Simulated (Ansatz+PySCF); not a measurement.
Values are calculated unless marked as measured or tabulated.
Input for Ansatz (development build ahead of 0.2.0):

```yaml
crystal:
  periodic: [false, false, false]
  atoms:
    - { symbol: Be, position_ang: [0.0, 0.0, 0.0] }
    - { symbol: "N", position_ang: [0.9763, 1.30173, 2.81833] }
basis:
  gaussian: { orbitals: STO-3G }
magnetization:
  initial_magnetization: 1
hamiltonian:
  xc: hf
correlation:
  method: fci
  frozen_orbitals: { Be: 0, "N": 1 }
```

The input is written out in the form of the current development build from the run's settings.

Results

| Property | Result |
| --- | --- |
| Converged | yes |
| Total energy | -68.01059 hartree |
| State | lowest doublet root, of any spatial symmetry |

Caution: another spin multiplicity may lie lower.
